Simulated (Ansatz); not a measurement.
Geometry optimisation, RKS PBE0/def2-SVP (Ansatz 0.2.0).

Input file:

```yaml
crystal:
  periodic: [false, false, false]
  atoms:
    - { symbol: B, position_ang: [-0.85139, 1.71801, -0.05524] }
    - { symbol: C, position_ang: [-0.1702, 0.61497, -0.57954] }
    - { symbol: C, position_ang: [1.0568, -0.18239, -0.14584] }
    - { symbol: Si, position_ang: [-0.12222, -1.39109, 0.6578] }
    - { symbol: H, position_ang: [-1.44225, 2.62815, 0.30746] }
    - { symbol: H, position_ang: [-0.51595, 0.34649, -1.5775] }
    - { symbol: H, position_ang: [1.70289, 0.38424, 0.52283] }
    - { symbol: H, position_ang: [1.64107, -0.53149, -0.99653] }
    - { symbol: H, position_ang: [-0.74725, -2.41837, -0.1619] }
    - { symbol: H, position_ang: [-0.55151, -1.16853, 2.02847] }
total_charge: 1
basis:
  gaussian: { orbitals: def2-SVP }
hamiltonian:
  xc: pbe0
relax:
  f_tol: 0.015
  max_steps: 40
output:
  orbitals: {}
```

Launched with:

```bash
$ ansatz run input.yaml --threads 1 --pin off --max-ram 2048MiB --backend cpu --events-out ev --progress --plain --runs-dir out
```

Q: Where does it end, and by what steps?

A: It converged. Limits of this set-up: the dipole of an ion depends on the origin. After 13 steps the energy has fallen by 0.573 eV; H5 moved furthest, 0.85 Å. Joined: B1–Si4, C2–Si4.

| step | energy less start (eV) | largest force component (eV/Å) | accepted |
| --- | --- | --- | --- |
| 0 | 0.0000 | 1.742 | yes |
| 1 | -0.3493 | 0.982 | yes |
| 2 | -0.4148 | 1.219 | yes |
| 3 | -0.4977 | 0.201 | yes |
| 4 | -0.5245 | 0.418 | yes |
| 5 | -0.5490 | 0.375 | yes |
| 6 | -0.5642 | 0.204 | yes |
| 7 | -0.5714 | 0.070 | yes |
| 8 | -0.5720 | 0.040 | yes |
| 9 | -0.5726 | 0.025 | yes |
| 10 | -0.5727 | 0.047 | yes |
| 11 | -0.5727 | 0.031 | yes |
| 12 | -0.5727 | 0.046 | no |
| 13 | -0.5728 | 0.006 | yes |

```xyz
10
Properties=species:S:1:pos:R:3
B -0.951 1.277 0.100
C 0.064 0.615 -0.650
C 1.231 -0.219 -0.218
Si -0.296 -0.985 0.537
H -1.815 1.925 0.595
H -0.295 0.487 -1.692
H 1.910 0.235 0.514
H 1.751 -0.737 -1.030
H -1.077 -2.068 -0.087
H -0.521 -0.532 1.930
```

Whether the end is a true minimum wasn't checked by a vibrational analysis.

The run took 54 s on 1 thread of Arm Neoverse V1, with other jobs on the host, peak memory 0.17 GiB.
